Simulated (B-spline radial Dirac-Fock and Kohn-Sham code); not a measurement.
Two-hole binding energies of Eu⁵³⁺

System: Eu⁵³⁺ in the configuration [He] 2s2 2p6.

The computed values come from a B-spline atomic structure program: Dirac-Fock (average of configuration) total-energy differences with a finite nucleus, the Breit interaction including its frequency dependence, and self-energy and vacuum-polarisation corrections. U is the two-hole binding energy less the two single-hole energies, the effective repulsion of the holes after relaxation. Each two-hole energy is an average over J within one jj subconfiguration.

```tsv
holes	E(a) (eV)	E(b) (eV)	E(ab) (eV)	U (eV)
1s⁻²	52685.8	52685.8	106578.7	1207.2
1s⁻¹ 2p1/2⁻¹	52685.8	11546.9	64654.0	421.3
1s⁻¹ 2p3/2⁻¹	52685.8	10879.3	?	?
2s⁻²	11925.5	11925.5	24114.1	263.1
2s⁻¹ 2p1/2⁻¹	11925.5	11546.9	23728.3	255.9
2p1/2⁻²	11546.9	11546.9	23411.8	318.1
2s⁻¹ 2p3/2⁻¹	11925.5	10879.3	23051.9	247.1
2p1/2⁻¹ 2p3/2⁻¹	11546.9	10879.3	22714.1	287.9
2p3/2⁻²	10879.3	10879.3	22041.9	283.3
```

Question: Give the missing two-hole energy and U.

Answer: E(ab) = 63943.6 eV and U = 378.5 eV.
